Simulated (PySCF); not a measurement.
C₄H₉FSi, SMILES C(/F)=C/[SiH2]CC.

Geometry optimised at PBE-D3(BJ)/def2-SVP. The structure was generated by enumeration; whether it is a known compound was not checked. One conformer was computed; it need not be the lowest.

Level of theory: PySCF with TDA-ωB97X/def2-SVPD.

Vertical excitations. 

Computed excitation energies, oscillator strengths and character:
```
state  energy (eV)  λ (nm)      f                                                                    main pairs
-----  -----------  ------  -----  ----------------------------------------------------------------------------
S1            7.34     169  0.486                                                                HOMO→LUMO 93 %
S2            7.44     167  0.000                                            HOMO−3→LUMO 71 %, HOMO−1→LUMO 19 %
S3            7.62     163  0.023                                                              HOMO→LUMO+2 75 %
S4            8.01     155  0.000         HOMO−1→LUMO 41 %, HOMO→LUMO+1 21 %, HOMO→LUMO+4 11 %, HOMO−3→LUMO 9 %
S5            8.17     152  0.011          HOMO→LUMO+1 40 %, HOMO−1→LUMO 30 %, HOMO→LUMO+4 9 %, HOMO−3→LUMO 8 %
S6            8.41     147  0.020                                                            HOMO−1→LUMO+1 81 %
S7            8.50     146  0.006                                            HOMO→LUMO+3 46 %, HOMO→LUMO+5 13 %
S8            8.69     143  0.015                          HOMO→LUMO+4 43 %, HOMO→LUMO+6 17 %, HOMO→LUMO+3 10 %
S9            8.74     142  0.018  HOMO−1→LUMO+2 30 %, HOMO−1→LUMO+4 25 %, HOMO−2→LUMO 14 %, HOMO−1→LUMO+3 13 %
S10           8.92     139  0.000                                                              HOMO−6→LUMO 82 %
T1            4.16     298      0                                                                HOMO→LUMO 88 %
T2            6.91     179      0                                                              HOMO−3→LUMO 82 %
T3            7.55     164      0                                                              HOMO→LUMO+2 70 %
T4            7.84     158      0                                                              HOMO−1→LUMO 74 %
```
Triplets are in the Tamm–Dancoff approximation.
